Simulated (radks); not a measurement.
Values are calculated unless marked as measured or tabulated.
Q: These are the eigenvalues of the occupied orbitals of an atom or ion with whole-number occupations (hartree). Code: a radial shooting solver on a logarithmic mesh with Libxc functionals. Model: scalar-relativistic Kohn-Sham, PBEsol, spin-polarised, spherical densities, finite nucleus; Fermi nuclear charge, rms radius of each element as measured or else 0.836 A^(1/3) + 0.57 fm.

orbital  eigenvalue
1s down   -235.9857
1s up     -235.9856
2s up     -27.30253
2s down   -27.22410
2p up     -23.12845
2p down   -23.06865
3s up      -3.20195
3s down    -3.01526
3p up      -2.05664
3p down    -1.87299
3d up      -0.30082
4s up      -0.20369
4s down    -0.16413

Which element is it, and in what charge state? The configuration may be excited. Open shells, if any, are filled with parallel spins first.

A: Z = 25, manganese, charge 0: Mn in [Ar] 3d5 4s2. The list shows which subshells hold electrons but not how many an open one holds; the 1s level, -235.99 hartree, gives Z - s = 21.7 by -(Z - s)^2/2, which with screening and relativity narrows Z to a few neighbours, and the depths of the outer levels then fix element, charge and occupations together.
